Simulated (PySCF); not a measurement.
Compound: CH7FN2SSi.
Structure used (PBE0-D3(BJ)/def2-SVP), in Å, numbered top down from 1:
```xyz
13
CH7FN2SSi angstrom
C      2.1943   -0.8275   -0.0152
S      0.5173   -1.4626   -0.3578
Si    -0.6698    0.1663    0.3444
N     -2.2457   -0.2548    0.8337
N     -0.7694    1.3601   -0.8665
F      0.0924    0.6887    1.6911
H      2.4866   -0.0504   -0.7351
H      2.2523   -0.4265    1.0047
H      2.8822   -1.6774   -0.1128
H     -2.9863   -0.3293    0.1479
H     -2.4122   -0.8321    1.6488
H     -0.1267    1.3674   -1.6474
H     -1.2128    2.2571   -0.7078
```

The calculation used PBE0-D3(BJ)/def2-SVP geometry optimisation, gas phase (PySCF).

Masses are those of the commonest isotopes; rigid-rotor values at the optimised geometry. The values belong to one conformer with, in the numbering `[CH3:1][S:2][Si:3]([NH2:4])([NH2:5])[F:6]`, C1–S2–Si3–N4 -154°, S2–Si3–N4–H -84° and 67°, S2–Si3–N5–H -16° and -174°.

What are A, B and C (GHz)?

Ia = 158.61, Ib = 309.25, Ic = 321.52 u·Å²; 505379 MHz·u·Å²/I gives 3186, 1634 and 1572 MHz, that is A = 3.1863, B = 1.6342, C = 1.5718 GHz.

Classify the top.

A near-prolate asymmetric top. Ray's parameter κ = (2B − A − C)/(A − C) = -0.923; −1 is the prolate and +1 the oblate limit.

What does the inertial defect say?

Not planar: Δ = Ic − Ia − Ib = -146.34 u·Å². For a rigid frame Δ = −2 Σ m c², so Σ m c² = 73.17 u·Å² lies off the ab plane: 13.95 from hydrogen and 59.22 from heavier atoms. The atom farthest from that plane is 2.39 Å away.

Give the other two planar moments, Paa and Pbb, and the rms extents of the mass along the axes.

Paa = Σ m a² = (Ib + Ic − Ia)/2 = 236.08 and Pbb = Σ m b² = (Ia + Ic − Ib)/2 = 85.44 u·Å². With the mass M = 126.01 u, the rms extents √(P/M) along a, b and c are 1.37, 0.82, 0.76 Å.

Predict some low-J microwave lines.

The dipole components are |μa| = 0.84 D, |μb| = 0.12 D, |μc| = 1.39 D. The squared components, which scale the intensities, stand as 0.36 : 0.01 : 1.00 (a : b : c). Some of the stronger lines:

```csv
type,branch,"J(Ka,Kc)",MHz,lower level (cm⁻¹)
a,Q,"3(1,2) ← 3(1,3)",374,0.688
c,Q,"3(1,3) ← 3(0,3)",1404,0.641
c,Q,"2(1,2) ← 2(0,2)",1492,0.321
c,Q,"1(1,1) ← 1(0,1)",1552,0.107
c,Q,"3(2,2) ← 3(1,2)",4564,0.701
c,Q,"2(2,1) ← 2(1,1)",4656,0.377
c,R,"1(1,0) ← 0(0,0)",4820,0.000
a,R,"2(1,2) ← 1(1,1)",6350,0.159
c,Q,"3(3,1) ← 3(2,1)",7908,0.853
c,R,"2(1,1) ← 1(0,1)",8089,0.107
a,R,"3(1,3) ← 2(1,2)",9523,0.371
a,R,"3(0,3) ← 2(0,2)",9611,0.321
a,R,"3(2,2) ← 2(2,1)",9618,0.532
a,R,"3(2,1) ← 2(2,0)",9625,0.532
a,R,"3(1,2) ← 2(1,1)",9711,0.377
c,R,"2(2,1) ← 1(1,1)",11193,0.159
c,R,"3(1,2) ← 2(0,2)",11389,0.321
c,R,"3(2,1) ← 2(1,1)",14283,0.377
c,R,"3(2,2) ← 2(1,2)",14461,0.371
c,R,"3(3,0) ← 2(2,0)",17534,0.532
c,R,"3(3,1) ← 2(2,1)",17535,0.532
```

Estimate the classical rotational partition function at 10 K, 25 K and 298.15 K.

Point group C1, symmetry number σ = 1; q = (√π/σ)·√((kT/h)³/(ABC)), k/h = 20836.6 MHz/K: 1860 at 10 K, 7370 at 25 K, 303000 at 298.15 K.

Whether it is a minimum is left open (no frequencies). These are rigid-rotor constants of the computed structure; measured ground-state constants (B0) also hold zero-point vibration. A rigid rotor knows nothing of inversion at nitrogen or internal rotation, which can split or shift real lines. Quadrupole hyperfine structure (14N) is left out.
